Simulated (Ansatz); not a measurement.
Gas-phase electronic energies from Ansatz, PBE0-D4/def2-TZVP geometries. CCSD(T)/CBS is the MP2 limit (def2-TZVPP, def2-QZVPP) plus CCSD(T) − MP2 in def2-TZVPP, frozen cores. This one scheme is used for every species. For Ga outer-core shells are correlated without core-valence functions, which leaves a few kJ/mol of doubt a bond. Scalar relativity is left out up to krypton. One conformer a species, not always the lowest.

`[NH2][GaH][O][SiH2]O` + H₂ → `[NH2][GaH][O][SiH3]` + H₂O  (hydrogenolysis of the Si–O bond)

`[NH2][GaH][O][SiH2]O`:

```xyz
11

N    -0.991   -1.735    0.133
Ga    0.138   -1.255   -1.189
O     0.857    0.374   -0.961
Si    0.863    1.432    0.264
O    -0.463    1.280    1.243
H    -1.125   -1.143    0.937
H    -1.439   -2.630    0.215
H     0.504   -2.049   -2.462
H     0.897    2.807   -0.303
H     2.017    1.185    1.161
H    -1.259    1.733    0.962
```

H₂:

```xyz
2

H    -0.201   -0.312   -0.039
H     0.201    0.312    0.039
```

`[NH2][GaH][O][SiH3]`:

Z-matrix (Å, degrees):
```
Si
O 1 1.625
H 1 1.489 2 110.2
H 1 1.489 2 110.2 3 119.7
H 1 1.493 2 111.6 3 -120.1
Ga 2 1.786 1 139.8 3 120.1
N 6 1.801 2 112.1 1 179.6
H 6 1.548 2 121.1 1 -0.5
H 7 1.004 6 124.5 2 180.0
H 7 1.005 6 122.7 2 -0.0
```

H₂O:

```xyz
3

O     0.146   -0.124    0.339
H     0.619    0.295   -0.383
H    -0.766   -0.171    0.045
```

| species | HF/CBS(def2) energy (Eh) |
| --- | --- |
| `[NH2][GaH][O][SiH2]O` | -2420.18638 |
| H₂ | -1.13356 |
| `[NH2][GaH][O][SiH3]` | -2345.22075 |
| H₂O | -76.06721 |

Work out ΔE.

ΔE = (-2345.22075) + (-76.06721) − (-2420.18638) − (-1.13356) = 0.03198 Eh = +20.1 kcal/mol. CCSD(T)/CBS gives +22.9 kcal/mol.

Largest T1 diagnostic among the species: 0.014.

In def2-TZVPP, CCSD(T) changes the Hartree–Fock value by +2.8 kcal/mol (the triples alone add +0.8 kcal/mol) and MP2 by +4.1 kcal/mol. The D4 term adds +2.1 kcal/mol with B3LYP and +1.1 kcal/mol with PBE0; it sums over pairs of atoms, weighted by their polarisabilities, and B3LYP, whose exchange is more repulsive, gets the larger term.

B3LYP here is the variant with VWN-RPA as its local correlation; programs differ in this.
